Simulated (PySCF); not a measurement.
SiHF, SMILES F[SiH] (connectivity only; charge and spin as stated), neutral, multiplicity 1. Geometry optimised at r2SCAN-D4/def2-TZVPD. The isomer is the one that the SMILES or the coordinates give; other isomers of the formula were not compared.

TDA-M06-2X/def2-TZVPD (PySCF 2.14.0) puts the lowest singlet excitations at 3.01, 5.53, 6.49, 7.67, 7.74, 8.25 eV and the lowest triplet (TDA) at 1.70 eV.

Question: What are the lowest singlet roots from EOM-CCSD/aug-cc-pVDZ in PySCF? (An estimate is asked for; the answer gives what the named calculation found.)

Answer: 3.12, 5.75, 6.66, 7.46, 7.68, 7.94 eV; triplets 1.79, 4.67, 6.24 eV. S1 differs by 0.11 eV (second minus first; roots are paired by order, and the bases may differ).
